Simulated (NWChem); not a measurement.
All runs are NWChem calculations. System: CH₇FN₂Si, charge 0, spin multiplicity 1, at a geometry optimised with PBE/def2-SVP. The structure started from a generated list of species. Level: B3LYP/def2-SVP, VWN1-RPA local correlation.

Part of the output:

```
             Northwest Computational Chemistry Package (NWChem) 7.3.0
             --------------------------------------------------------

                                NWChem Input Module
                                -------------------

 Scaling coordinates for geometry "geometry" by  1.889725989
 (inverse scale =  0.529177249)

                             Geometry "geometry" -> ""
                             -------------------------

 Output coordinates in angstroms (scale by  1.889725989 to convert to a.u.)

  No.       Tag          Charge          X              Y              Z
 ---- ---------------- ---------- -------------- -------------- --------------
    1 N                    7.0000     1.39127700    -0.32077100    -1.36055200
    2 Si                  14.0000     0.68099700     0.20627000     0.14066600
    3 N                    7.0000    -0.19744400     1.69289400    -0.03666000
    4 C                    6.0000    -0.63962000    -0.92520400     0.95427500
    5 F                    9.0000    -1.85550900    -0.79606600     0.25651400
    6 H                    1.0000     0.80560900    -0.50518600    -2.17876000
    7 H                    1.0000     2.21216900    -0.93080900    -1.35061700
    8 H                    1.0000     1.85538800     0.26715200     1.08354400
    9 H                    1.0000    -1.21658900     1.60567100    -0.07500400
   10 H                    1.0000     0.13699700     2.42248000    -0.66938200
   11 H                    1.0000    -0.81086800    -0.63882700     2.01844800
   12 H                    1.0000    -0.33619200    -1.99730800     0.94864800

 Effective nuclear repulsion energy (a.u.)     246.0000686447

            Nuclear Dipole moment (a.u.)
            ----------------------------
        X                 Y               Z
 ---------------- ---------------- ----------------
     0.0000037795    -0.0000075589    -0.0000132281


 Summary of "ao basis" -> "" (spherical)
 ------------------------------------------------------------------------------
       Tag                 Description            Shells   Functions and Types
 ---------------- ------------------------------  ------  ---------------------
 *                          def2-svp                  on all atoms

                                 NWChem DFT Module
                                 -----------------

 Summary of "ao basis" -> "ao basis" (spherical)
 ------------------------------------------------------------------------------
       Tag                 Description            Shells   Functions and Types
 ---------------- ------------------------------  ------  ---------------------
 N                          def2-svp                 6       14   3s2p1d
 Si                         def2-svp                 8       18   4s3p1d
 C                          def2-svp                 6       14   3s2p1d
 F                          def2-svp                 6       14   3s2p1d
 H                          def2-svp                 3        5   2s1p

 Summary of "ao basis" -> "ao basis" (spherical)
 ------------------------------------------------------------------------------
       Tag                 Description            Shells   Functions and Types
 ---------------- ------------------------------  ------  ---------------------
 N                          def2-svp                 6       14   3s2p1d
 Si                         def2-svp                 8       18   4s3p1d
 C                          def2-svp                 6       14   3s2p1d
 F                          def2-svp                 6       14   3s2p1d
 H                          def2-svp                 3        5   2s1p

            General Information
            -------------------
          SCF calculation type: DFT
          Wavefunction type:  closed shell.
          No. of atoms     :    12
          No. of electrons :    50
           Alpha electrons :    25
            Beta electrons :    25
          Charge           :     0
          Spin multiplicity:     1
          Use of symmetry is: off; symmetry adaption is: off
          Maximum number of iterations: 100
          AO basis - number of functions:   109
                     number of shells:    53
[...]
          dE off:    2 iters        100 iters           100 iters

      Screening Tolerance Information
      -------------------------------
          Density screening/tol_rho:  1.00D-10
          AO Gaussian exp screening on grid/accAOfunc:  14
          CD Gaussian exp screening on grid/accCDfunc:  20
          XC Gaussian exp screening on grid/accXCfunc:  20
          Schwarz screening/accCoul:  1.00D-08

      Superposition of Atomic Density Guess
      -------------------------------------

 Sum of atomic energies:        -537.63918247

      Non-variational initial energy
      ------------------------------

 Total energy =    -539.738793
 1-e energy   =   -1229.948083
 2-e energy   =     444.209222
 HOMO         =      -0.307288
 LUMO         =       0.057136

------------------------------------------------------------
EAF file 0: "./mol.aoints.0" size=524288 bytes
------------------------------------------------------------
               write      read    awrite     aread      wait
               -----      ----    ------     -----      ----
     calls:        1         0         0         0         0
   data(b): 5.24e+05  0.00e+00  0.00e+00  0.00e+00
   time(s): 0.00e+00  0.00e+00  0.00e+00  0.00e+00  0.00e+00
rate(mb/s): 0.00e+00  0.00e+00
------------------------------------------------------------

   convergence    iter        energy       DeltaE   RMS-Dens  Diis-err    time
 ---------------- ----- ----------------- --------- --------- ---------  ------
 d= 0,ls=0.0,diis     1   -540.8485745995 -7.87D+02  1.33D-02  7.72D-01     3.3
 d= 0,ls=0.0,diis     2   -540.8199022762  2.87D-02  6.56D-03  1.16D+00     4.1
 d= 0,ls=0.0,diis     3   -540.9354107587 -1.16D-01  9.86D-04  3.54D-02     5.0
 d= 0,ls=0.0,diis     4   -540.9386067263 -3.20D-03  3.00D-04  1.75D-03     5.9
 d= 0,ls=0.0,diis     5   -540.9387333585 -1.27D-04  9.90D-05  3.12D-04     6.9
  Resetting Diis
 d= 0,ls=0.0,diis     6   -540.9387639661 -3.06D-05  1.66D-05  3.36D-06     8.0
 d= 0,ls=0.0,diis     7   -540.9387642421 -2.76D-07  1.47D-05  9.94D-07     9.0
 d= 0,ls=0.0,diis     8   -540.9387641461  9.60D-08  8.33D-06  1.84D-06    10.1

         Total DFT energy =     -540.938764146138
      One electron energy =    -1234.918230109403
           Coulomb energy =      501.297001086928
    Exchange-Corr. energy =      -53.317603768386
 Nuclear repulsion energy =      246.000068644722

 Numeric. integr. density =       50.000000183152

     Total iterative time =      9.7s

                       DFT Final Molecular Orbital Analysis
                       ------------------------------------

 Vector   23  Occ=2.000000D+00  E=-3.026844D-01
              MO Center= -3.1D-02, -4.5D-01,  1.7D-01, r^2= 3.6D+00
   Bfn.  Coefficient  Atom+Function         Bfn.  Coefficient  Atom+Function
  ----- ------------  ---------------      ----- ------------  ---------------
    65      0.256330   5 F  py               51      0.225145   4 C  py
     5      0.220355   1 N  py               22     -0.187424   2 Si px
    68     -0.186977   5 F  py               64      0.180610   5 F  px
    66     -0.176352   5 F  pz               85     -0.167471   8 H  s
     8     -0.161428   1 N  py              105     -0.158753  12 H  s

 Vector   24  Occ=2.000000D+00  E=-2.588500D-01
              MO Center=  3.2D-01,  8.3D-01, -3.5D-01, r^2= 3.2D+00
   Bfn.  Coefficient  Atom+Function         Bfn.  Coefficient  Atom+Function
  ----- ------------  ---------------      ----- ------------  ---------------
    38      0.388554   3 N  pz               41     -0.310672   3 N  pz
     5     -0.216046   1 N  py                8      0.196723   1 N  py
     4     -0.190496   1 N  px                6      0.173436   1 N  pz
    37      0.165774   3 N  py               40     -0.157805   3 N  py
     7      0.154057   1 N  px                9     -0.138192   1 N  pz

 Vector   25  Occ=2.000000D+00  E=-2.444175D-01
              MO Center=  5.6D-01,  3.6D-01, -4.1D-01, r^2= 3.6D+00
   Bfn.  Coefficient  Atom+Function         Bfn.  Coefficient  Atom+Function
  ----- ------------  ---------------      ----- ------------  ---------------
     5      0.348720   1 N  py                8     -0.282122   1 N  py
    38      0.283438   3 N  pz               41     -0.238856   3 N  pz
    49     -0.205264   4 C  s                37      0.197582   3 N  py
     3     -0.176701   1 N  s                86      0.170385   8 H  s
     4      0.148270   1 N  px               40     -0.144338   3 N  py

 Vector   26  Occ=0.000000D+00  E= 3.938161D-02
              MO Center=  3.0D-01,  9.7D-02, -6.6D-01, r^2= 6.5D+00
   Bfn.  Coefficient  Atom+Function         Bfn.  Coefficient  Atom+Function
  ----- ------------  ---------------      ----- ------------  ---------------
     3      0.935173   1 N  s                35      0.791863   3 N  s
    81     -0.563291   7 H  s                76     -0.544958   6 H  s
    96     -0.419556  10 H  s                91     -0.416883   9 H  s
   101     -0.357809  11 H  s                27      0.328779   2 Si pz
    18     -0.315371   2 Si s                55      0.293662   4 C  pz

 Vector   27  Occ=0.000000D+00  E= 5.984381D-02
              MO Center=  7.9D-01, -9.3D-03, -4.7D-01, r^2= 6.3D+00
   Bfn.  Coefficient  Atom+Function         Bfn.  Coefficient  Atom+Function
  ----- ------------  ---------------      ----- ------------  ---------------
     3      0.990657   1 N  s                35     -0.956226   3 N  s
    26      0.740948   2 Si py               81     -0.604851   7 H  s
    49      0.512964   4 C  s                76     -0.484202   6 H  s
    96      0.445945  10 H  s                91      0.409687   9 H  s
     8     -0.286853   1 N  py               18     -0.201186   2 Si s

 Vector   28  Occ=0.000000D+00  E= 7.870503D-02
              MO Center=  5.1D-02, -7.9D-01,  1.0D+00, r^2= 6.1D+00
   Bfn.  Coefficient  Atom+Function         Bfn.  Coefficient  Atom+Function
  ----- ------------  ---------------      ----- ------------  ---------------
    49      2.265952   4 C  s               106     -1.182660  12 H  s
   101     -1.037930  11 H  s                25      0.685993   2 Si px
    18     -0.542882   2 Si s                 3     -0.501311   1 N  s
    27     -0.467315   2 Si pz               26      0.409960   2 Si py
    76      0.386053   6 H  s                96     -0.306572  10 H  s

 center of mass
 --------------
 x =  -0.09023755 y =  -0.02043279 z =   0.00944362

 moments of inertia (a.u.)
 ------------------
         468.362626303666         -91.755682762647         159.966219139549
         -91.755682762647         621.428999731952          38.252921658083
         159.966219139549          38.252921658083         718.793755284500

     Multipole analysis of the density
     ---------------------------------

     L   x y z        total         alpha         beta         nuclear
     -   - - -        -----         -----         ----         -------
     0   0 0 0      0.000000    -25.000000    -25.000000     50.000000

     1   1 0 0      0.323599      0.161798      0.161798      0.000004
     1   0 1 0     -0.228849     -0.114421     -0.114421     -0.000008
     1   0 0 1     -0.393071     -0.196529     -0.196529     -0.000013

     2   2 0 0    -29.835560   -130.996125   -130.996125    232.156691
     2   1 1 0     -3.044921    -21.065067    -21.065067     39.085214
     2   1 0 1     -0.646718     43.410005     43.410005    -87.466728
     2   0 2 0    -26.293262    -95.733871    -95.733871    165.174480
     2   0 1 1     -1.074842     10.867331     10.867331    -22.809504
     2   0 0 2    -26.092172    -71.027973    -71.027973    115.963774

 Task  times  cpu:       10.1s     wall:       10.1s

 Total times  cpu:       10.2s     wall:       10.2s
```

Task: Write an NWChem input that would produce this output.

Result: This is not unique; one that fits is 
```
start mol
memory heap 200 mb stack 800 mb global 1000 mb
geometry units angstroms nocenter noautoz noautosym
  N      1.391277    -0.320771    -1.360552
  Si     0.680997     0.206270     0.140666
  N     -0.197444     1.692894    -0.036660
  C     -0.639620    -0.925204     0.954275
  F     -1.855509    -0.796066     0.256514
  H      0.805609    -0.505186    -2.178760
  H      2.212169    -0.930809    -1.350617
  H      1.855388     0.267152     1.083544
  H     -1.216589     1.605671    -0.075004
  H      0.136997     2.422480    -0.669382
  H     -0.810868    -0.638827     2.018448
  H     -0.336192    -1.997308     0.948648
end
basis spherical
  * library def2-svp
end
dft
  xc b3lyp
  semidirect memsize 60000000 filesize 0
  iterations 100
end
task dft energy
```
